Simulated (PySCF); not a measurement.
**Ionisation energy of Fe by level of theory**

Fe [Ar] 3d6 4s2 (5D) → Fe⁺ [Ar] 3d6 4s1 (6D), as a difference of total energies. Calculation: PySCF 2.14, in cc-pVDZ; no relativity, point nucleus. Correlated levels: valence: [Ar] frozen. The calculations carry no spin-orbit coupling.

```json
{"method": "UHF", "ionisation energy (eV)": "6.371", "difference from reference (eV)": "-1.533"}
{"method": "MN15", "ionisation energy (eV)": "7.880", "difference from reference (eV)": "-0.024"}
{"method": "MP2 (valence)", "ionisation energy (eV)": "7.308", "difference from reference (eV)": "-0.596"}
{"method": "SCS-MP2 (valence)", "ionisation energy (eV)": "7.469", "difference from reference (eV)": "-0.435"}
```

Reference: 7.904 eV (measured; NIST levels, between the centres of gravity of the two terms).

These non-relativistic numbers lack the scalar-relativistic shift.

Errors of the correlated levels include the incompleteness of this basis and the frozen core.

MP2 underrates the near-degeneracy of ns² with np² in the lower species.
